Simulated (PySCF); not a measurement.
## Peak assignment

Numbering as in the mapped SMILES `[CH2:1]=[CH:2][O:3][Si@:4]([OH:5])([SiH3:6])[NH:7][SiH3:8]`; H(Xn) means a hydrogen on atom n. Ha(C1) is cis to O3; Hb(C1) is trans to O3.

Theoretical values (PySCF 2.14): shielding tensors at PBE0/pcSseg-1 (GIAO), GFN2-xTB geometry. No solvent, single conformer, non-relativistic Hamiltonian, averaged over atoms made equivalent by symmetry, fast rotation or ring inversion.

Chemical shifts δ = σref − σ; ¹³C, ¹H against TMS, all at this level.

(1) Assign these signals to the numbered atoms. ¹³C{¹H} NMR (computed): δ 153.7 (CH), 101.4 (CH2).

(2) Assign these signals to the numbered atoms. ¹H NMR (300 MHz, computed): δ 6.52 (m, 1H), 5.20 (m, 1H), 4.75 (s, 3H), 4.62 (m, 1H), 3.22 (s, 3H), 2.11 (br s, 1H), 0.56 (br s, 1H).

Answers

(1) 
153.7 → C2, alkene carbon bearing oxygen: an sp2 carbon further deshielded by the attached heteroatom
101.4 → C1, β carbon of an enol-ether or enamine type C=C: the O or N lone pair pushes π density onto this β carbon and shields it

(2) 
```tsv
δ (ppm)	atoms	environment	reason
6.52	H(C2)	hydrogen on an alkene carbon bearing oxygen	attached to an sp2 carbon and in the plane of the double bond
5.20	Ha(C1)	hydrogen on a β carbon of an enol-ether or enamine type C=C	attached to an sp2 carbon and in the plane of the double bond
4.75	H(Si8)	hydrogen on a silicon bonded to N	–
4.62	Hb(C1)	hydrogen on a β carbon of an enol-ether or enamine type C=C	lone-pair donation from O or N shields it, upfield of ordinary alkene protons
3.22	H(Si6)	hydrogen on a silicon bonded to Si	–
2.11	H(O5)	hydrogen on an oxygen bonded to Si	labile proton, position sensitive to the medium
0.56	H(N7)	hydrogen on a nitrogen bonded to 2 Si	labile proton, position sensitive to the medium
```

Exchangeable OH/NH protons stand at their gas-phase positions; hydrogen bonding in a real sample shifts them, mostly to higher δ. Shifts are as computed. Against solution values, carbons near 30 ppm lie about +3 ppm off and those near 130 ppm about +5 ppm. Of 1211 compounds with measured shifts, 218 miss one by over three times the rms of a fit or turn the order of signals round; such compounds aren't used in these exercises. Multiplicities follow the n + 1 count of equivalent neighbours, as no J values were calculated; m marks all less simple cases, F and P coupling included.
